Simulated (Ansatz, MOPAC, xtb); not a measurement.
Diatomic S2+, multiplicity 2 (the spin of the measured ground state). The T1 diagnostic near the minimum is 0.079, so single-reference values are doubtful.

Constants: fifth-degree fit in 1/R to seven points, most abundant isotopes. Runs in def2 and cc sets follow the lowest solution found near the PBE0 minimum.

Run with Ansatz (a first-principles code); MOPAC for PM6, PM7 (differences of heats of formation); xtb for the GFN methods. Each number belongs to the level named beside it. The GFN methods have no spin term and hold the electronic entropy of 300 K.

```csv
level,r_e (Å),ω_e (cm⁻¹),B_e (cm⁻¹),ω_e x_e (cm⁻¹)
PM6,1.806,779,0.323,1.3
PM7,1.753,736,0.343,1.3
GFN1-xTB,1.843,846,0.310,2.9
GFN2-xTB,1.848,797,0.309,3.4
SVWN5/def2-TZVPP,1.823,824,0.317,2.9
PBE/def2-TZVPP,1.837,806,0.313,2.9
r2SCAN/def2-TZVPP,1.821,841,0.318,2.9
B97M-V/def2-TZVPP,1.813,856,0.321,2.9
B3LYP/def2-TZVPP,1.823,833,0.317,2.8
PBE0/def2-TZVPP,1.810,869,0.322,2.8
BHLYP/def2-TZVPP,1.796,901,0.327,2.7
CAM-B3LYP/def2-TZVPP,1.804,882,0.324,2.7
wB97X-V/def2-TZVPP,1.798,909,0.326,2.5
wB97M-V/def2-TZVPP,1.803,890,0.324,2.5
B2PLYP/def2-TZVPP,1.832,796,0.314,3.7
```

Frozen-core correlation. The state that PM6, PM7 reach isn't checked; PM7 holds dispersion and hydrogen-bond terms.

Measured for the ground state: r_e 1.825 Å [NIST CCCBDB].
